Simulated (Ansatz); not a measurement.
Frontier orbitals of C₂HF₂NSe, SMILES `FC1=NC(F)[Se]1`.

```xyz
7

F    -2.3763   -0.5070    0.0528
C    -1.0922   -0.3066    0.0566
N    -0.4799    0.5371   -0.6619
C     0.8243    0.3215   -0.0941
F     1.7438   -0.0440   -0.9930
Se    0.1939   -1.1649    1.1440
H     1.1865    1.1639    0.4957
```

Total charge 0; spin multiplicity 1. Correlated methods include outer-core shells of Se, which these sets cover unevenly. Scalar relativity is left out up to krypton. All single points use the PBE0-D4/def2-TZVP geometry. Basis def2-TZVPP, Ansatz.

Orbital energies of one run (eV). Highest occupied ones, from the top: -8.82, -9.77, -11.30, -11.87, -12.94, -14.13, -15.38, -15.77, -16.33, -17.28, -17.41, -19.32, -21.61, -22.76. Empty: -0.77, 0.52, 1.88, 2.67, 3.35, 3.76.

Question: Which functional gave them?
A. CAM-B3LYP
B. B97M-V
C. r2SCANh
D. B3LYP

Answer: A. HOMO energies: CAM-B3LYP -8.82, r2SCANh -7.01, B3LYP -7.27, B97M-V -6.62 eV.

B3LYP here is the variant with VWN-RPA as its local correlation; programs differ in this.
